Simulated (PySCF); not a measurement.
These are PySCF with PBE-D3(BJ)/def2-TZVP // B3LYP-D3(BJ)/def2-TZVP values and carry that method's errors. All species are isolated molecules in the gas phase. 

Reference species (SMILES): `[F][In]([F])[F]` (neutral, multiplicity 1).

- dipole moment: 0.00 D

Changed species: `[F][InH][F]` (whole molecule; the reference has whole molecule).

Question: Predict the effect on the dipole moment.

Answer: the dipole moment rises by 3.38 D, to 3.38 D.
